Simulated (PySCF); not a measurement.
From one molecule to another.

First species: C5H7FN2O.
Z-matrix (Å and degrees, GFN2-xTB geometry), rows numbered from 1:
```
F 
C   1  1.3745
C   2  1.5224  1  110.86
C   3  1.5328  2  112.26  1   -71.76
C   4  1.4817  3  110.56  2    62.93
N   5  1.3686  4  123.09  3    61.66
C   6  1.2908  5  102.56  4  -178.71
O   7  1.3285  6  113.22  5    -0.47
N   5  1.3023  4  124.29  3  -117.40
H   2  1.0951  1  106.44  3  -121.74
H   2  1.0949  1  106.18  3   120.83
H   3  1.0913  2  108.75  1    49.03
H   3  1.0904  2  108.37  1   167.35
H   4  1.0918  3  109.02  2  -177.74
H   4  1.0905  3  110.79  2   -57.42
H   7  1.0710  6  127.30  5   179.77
```

Second species: C₆H₁₆NOP.
Numbering: `[CH3:1][C:2]([CH3:3])([CH3:4])[P@@:5]([CH3:6])(=[NH:7])[CH2:8][OH:9]` (hydrogens: H10, H11, H12 on C1; H13, H14, H15 on C3; H16, H17, H18 on C4; H19, H20, H21 on C6; H22 on N7; H23, H24 on C8; H25 on O9)

Levels: PBE0/pcSseg-1 for dipole moment, HOMO energy, LUMO energy and HOMO–LUMO gap; GFN2-xTB for rotational constant A and rotational constant C. Geometries: GFN2-xTB. Each species is one conformer at its optimised geometry, gas phase, non-relativistic unless stated. Electronic properties by PySCF.

Dipoles, sizes and rotational constants follow the conformer. The torsions of the flexible species, by atom-mapped SMILES:
- `[F:1][CH2:2][CH2:3][CH2:4][c:5]1[n:6][cH:7][o:8][n:9]1`: F1–C2–C3–C4 -72°, C2–C3–C4–C5 63°, C3–C4–C5–N6 62°
- `[CH3:1][C:2]([CH3:3])([CH3:4])[P@@:5]([CH3:6])(=[NH:7])[CH2:8][OH:9]`: C1–C2–P5–C6 166°, C2–P5–C8–O9 -88°, H–O9–C8–P5 -34°

```csv
property,column X,column Y
dipole moment,4.05 D,2.11 D
HOMO energy,-6.38 eV,-8.23 eV
LUMO energy,0.86 eV,-0.56 eV
HOMO–LUMO gap,7.24 eV,7.67 eV
rotational constant A,1.676 GHz,3.086 GHz
rotational constant C,1.020 GHz,1.125 GHz
```

(1) Which column belongs to which species?

(2) How does each property change from the first species to the second?

## Answers

(1) Column X is the second species and column Y the first. The first has 16 atoms and 68 electrons, the second 25 and 82.

(2) dipole moment +1.94 D; HOMO energy +1.85 eV; LUMO energy +1.42 eV; HOMO–LUMO gap -0.43 eV; rotational constant A -1.410 GHz; rotational constant C -0.105 GHz.

On the first: In atomic units the dipole is 0.83 e·bohr (1 au = 2.5417 D).

On the second: In atomic units the dipole is 1.59 e·bohr (1 au = 2.5417 D).
